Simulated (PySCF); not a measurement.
# How methods differ on the ionisation energy of Ar⁺

Ar⁺ [Ne] 3s2 3p5 (2P) → Ar²⁺ [Ne] 3s2 3p4 (3P), as a difference of total energies. Calculation: PySCF 2.14, in aug-cc-pwCVQZ (10s9p7d5f3g, 134 functions); the non-relativistic Hamiltonian (point nucleus). Correlated levels: valence: [Ne] frozen; valence and next inner shell: 1s2 frozen; nothing frozen. The calculations carry no spin-orbit coupling.

| method | ionisation energy (eV) | plus first-order spin-orbit estimate | error of that sum (eV) |
| --- | --- | --- | --- |
| UHF | 26.369 | 26.362 | -1.268 |
| LDA | 27.828 | 27.822 | +0.192 |
| PBE | 27.592 | 27.586 | -0.044 |
| PBE0 | 27.605 | 27.599 | -0.031 |
| r2SCAN | 27.662 | 27.655 | +0.025 |
| wB97X-V | 27.679 | 27.673 | +0.043 |
| MN15 | 27.783 | 27.777 | +0.147 |
| B2PLYP | 27.567 | 27.560 | -0.070 |
| MP2 (valence) | 27.506 | 27.500 | -0.130 |
| SCS-MP2 (valence) | 27.526 | 27.520 | -0.110 |
| MP2 (valence and next inner shell) | 27.552 | 27.545 | -0.085 |
| SCS-MP2 (valence and next inner shell) | 27.562 | 27.555 | -0.075 |
| MP2 (all electrons) | 27.554 | 27.548 | -0.082 |
| SCS-MP2 (all electrons) | 27.563 | 27.557 | -0.073 |

Reference: 27.630 eV (measured; NIST Atomic Spectra Database, ionization energies).

A first-order spin-orbit estimate (lowest level to lowest level, LS coupling) adds -0.006 eV.
